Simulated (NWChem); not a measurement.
Molecule: C2H4BFO2; SMILES O=C(C)OBF

```xyz
10

B      0.6151    -1.5075    -0.2415
F     -0.4056    -2.0233     0.4096
H      1.4523    -2.2222    -0.7266
O      0.7869    -0.1562    -0.3270
C     -0.1722     0.7997    -0.0970
C      0.4422     2.0672     0.4065
O     -1.3275     0.6118    -0.3238
H     -0.3323     2.8310     0.5349
H      1.2088     2.4139    -0.3019
H      0.9514     1.8778     1.3635
```
Atoms are numbered in this order, from 1.

Program: NWChem. Coordinates come from a PBE0/def2-SVP optimisation. Total energies compare along this basis series because the functional is fixed.

```
level             basis functions  energy (Ha)  highest occupied level (eV)  orbital gap (eV)  dipole (D)
----------------  ---------------  -----------  ---------------------------  ----------------  ----------
TPSS/cc-pVDZ                  104    -353.9355                   (withheld)        (withheld)  (withheld)
TPSS/aug-cc-pVDZ              174    -353.9597                        -6.84              5.00        2.74
TPSS/cc-pVTZ                  236    -354.0494                        -6.78              5.10        2.66
```

Q: Fill in the missing entries.

A: 
- TPSS/cc-pVDZ, highest occupied level (eV): -6.53
- TPSS/cc-pVDZ, orbital gap (eV): 5.04
- TPSS/cc-pVDZ, dipole (D): 2.50
